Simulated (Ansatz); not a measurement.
Born–Oppenheimer molecular dynamics of CH$_{7}$NO$_{2}$Si (12 atoms, charge 0, multiplicity 1). It starts from a rough guess of a transition structure, not a stationary point.

These are results of UKS PBE0/STO-3G (Ansatz), not measurements.

```yaml
ensemble: NVE (velocity Verlet)
time_step: 0.5 fs
steps_asked: 150
starting_velocities_drawn_for: 1000 K
seed: 763438
```

Frames 0.5 fs apart, positions in Å.

Velocities at 50.0 fs (Å/ps):

```
Si 13.49 -3.28 -4.44
C -15.36 6.46 16.06
N 2.44 14.95 8.16
H -4.29 56.39 -15.49
O 3.61 0.68 -4.16
O -14.45 -15.12 -1.16
H -48.73 23.66 -88.70
H -24.67 -22.12 -9.74
H 59.21 24.65 14.15
H -26.76 -85.04 1.26
H 34.23 18.98 -30.78
H -43.68 19.36 32.39
```

```xyz
12
Properties=species:S:1:pos:R:3 time_fs=50.0 energy_less_start_eV=-1.713 T=2319
Si -0.258 0.336 0.120
C 1.024 -1.318 0.356
N -0.543 1.407 -1.093
H -0.734 2.527 -1.499
O 0.249 1.463 1.322
O -1.891 -0.075 0.452
H 2.104 -1.148 0.217
H 0.918 -1.643 1.414
H 0.743 -1.984 -0.478
H -1.550 1.273 -1.517
H -0.250 1.294 2.191
H -1.966 -1.073 0.239
12
Properties=species:S:1:pos:R:3 time_fs=50.5 energy_less_start_eV=-1.687 T=2300
Si -0.252 0.334 0.118
C 1.016 -1.315 0.364
N -0.543 1.415 -1.089
H -0.732 2.551 -1.503
O 0.251 1.463 1.320
O -1.898 -0.083 0.451
H 2.080 -1.135 0.172
H 0.905 -1.655 1.408
H 0.772 -1.973 -0.470
H -1.561 1.228 -1.515
H -0.233 1.303 2.175
H -1.988 -1.063 0.256
12
Properties=species:S:1:pos:R:3 time_fs=51.0 energy_less_start_eV=-1.665 T=2284
Si -0.245 0.333 0.116
C 1.008 -1.311 0.372
N -0.543 1.424 -1.087
H -0.722 2.564 -1.499
O 0.253 1.464 1.318
O -1.905 -0.091 0.450
H 2.055 -1.121 0.129
H 0.891 -1.667 1.400
H 0.800 -1.964 -0.460
H -1.566 1.181 -1.510
H -0.217 1.311 2.160
H -2.010 -1.055 0.273
12
Properties=species:S:1:pos:R:3 time_fs=51.5 energy_less_start_eV=-1.682 T=2300
Si -0.238 0.331 0.115
C 1.000 -1.306 0.379
N -0.544 1.433 -1.087
H -0.706 2.566 -1.488
O 0.255 1.464 1.315
O -1.912 -0.098 0.450
H 2.031 -1.104 0.087
H 0.877 -1.681 1.391
H 0.825 -1.958 -0.449
H -1.564 1.131 -1.502
H -0.204 1.317 2.150
H -2.032 -1.051 0.289
12
Properties=species:S:1:pos:R:3 time_fs=52.0 energy_less_start_eV=-1.776 T=2373
Si -0.231 0.329 0.115
C 0.991 -1.301 0.386
N -0.547 1.444 -1.087
H -0.684 2.557 -1.470
O 0.258 1.464 1.312
O -1.919 -0.105 0.449
H 2.008 -1.084 0.049
H 0.863 -1.696 1.383
H 0.847 -1.957 -0.439
H -1.554 1.082 -1.491
H -0.194 1.320 2.145
H -2.055 -1.053 0.304
12
Properties=species:S:1:pos:R:3 time_fs=52.5 energy_less_start_eV=-1.949 T=2503
Si -0.224 0.327 0.114
C 0.983 -1.295 0.392
N -0.550 1.456 -1.089
H -0.657 2.537 -1.446
O 0.261 1.465 1.309
O -1.925 -0.112 0.449
H 1.987 -1.062 0.014
H 0.849 -1.712 1.374
H 0.864 -1.960 -0.429
H -1.536 1.035 -1.478
H -0.188 1.321 2.146
H -2.077 -1.062 0.319
12
Properties=species:S:1:pos:R:3 time_fs=53.0 energy_less_start_eV=-2.140 T=2645
Si -0.217 0.325 0.114
C 0.974 -1.288 0.397
N -0.554 1.467 -1.092
H -0.626 2.509 -1.416
O 0.264 1.465 1.306
O -1.931 -0.118 0.448
H 1.967 -1.038 -0.016
H 0.837 -1.729 1.367
H 0.877 -1.969 -0.420
H -1.510 0.991 -1.462
H -0.186 1.320 2.154
H -2.100 -1.077 0.332
12
Properties=species:S:1:pos:R:3 time_fs=53.5 energy_less_start_eV=-2.239 T=2716
Si -0.210 0.323 0.115
C 0.965 -1.281 0.402
N -0.559 1.478 -1.095
H -0.593 2.474 -1.382
O 0.267 1.466 1.302
O -1.937 -0.124 0.447
H 1.949 -1.012 -0.040
H 0.825 -1.746 1.362
H 0.885 -1.981 -0.412
H -1.479 0.952 -1.446
H -0.186 1.316 2.166
H -2.121 -1.098 0.346
12
Properties=species:S:1:pos:R:3 time_fs=54.0 energy_less_start_eV=-2.135 T=2633
Si -0.203 0.321 0.115
C 0.957 -1.273 0.406
N -0.564 1.489 -1.099
H -0.557 2.439 -1.346
O 0.270 1.466 1.298
O -1.942 -0.130 0.447
H 1.933 -0.983 -0.058
H 0.815 -1.763 1.358
H 0.887 -1.997 -0.405
H -1.442 0.918 -1.429
H -0.188 1.311 2.180
H -2.142 -1.121 0.358
12
Properties=species:S:1:pos:R:3 time_fs=54.5 energy_less_start_eV=-1.815 T=2394
Si -0.197 0.319 0.116
C 0.948 -1.265 0.408
N -0.570 1.499 -1.103
H -0.520 2.410 -1.310
O 0.274 1.466 1.294
O -1.947 -0.135 0.446
H 1.917 -0.953 -0.069
H 0.807 -1.780 1.355
H 0.885 -2.015 -0.397
H -1.402 0.891 -1.414
H -0.191 1.304 2.195
H -2.160 -1.146 0.371
12
Properties=species:S:1:pos:R:3 time_fs=55.0 energy_less_start_eV=-1.432 T=2109
Si -0.191 0.317 0.118
C 0.939 -1.256 0.410
N -0.576 1.506 -1.108
H -0.483 2.395 -1.277
O 0.277 1.467 1.290
O -1.952 -0.141 0.445
H 1.902 -0.922 -0.074
H 0.802 -1.795 1.354
H 0.878 -2.035 -0.388
H -1.361 0.872 -1.401
H -0.193 1.297 2.208
H -2.176 -1.168 0.384
12
Properties=species:S:1:pos:R:3 time_fs=55.5 energy_less_start_eV=-1.194 T=1927
Si -0.185 0.314 0.119
C 0.931 -1.248 0.411
N -0.583 1.512 -1.111
H -0.444 2.399 -1.247
O 0.281 1.467 1.286
O -1.956 -0.146 0.444
H 1.888 -0.891 -0.071
H 0.798 -1.808 1.353
H 0.867 -2.054 -0.378
H -1.321 0.859 -1.392
H -0.193 1.289 2.217
H -2.188 -1.188 0.396
```

Of the whole run (75 fs, mean temperature of the second half 2286 K): The conserved energy stayed within 3.8 meV per atom of its start (net change -0.29 meV per atom), so there is no drift, though single steps change it by up to 41 meV in the whole system, a sign of fast motions only just resolved. The system heated up, since it started high on the potential surface and ran downhill. A run of 0.075 ps of so small a system gives no equilibrium averages. The orbitals stay closed-shell, which can raise the energy where a bond breaks towards radicals; this wasn't checked here. Limits of this set-up: minimal basis.

The run took 9.6 min on 1 thread of Arm Neoverse V1 (shared host), peak memory 0.14 GiB.
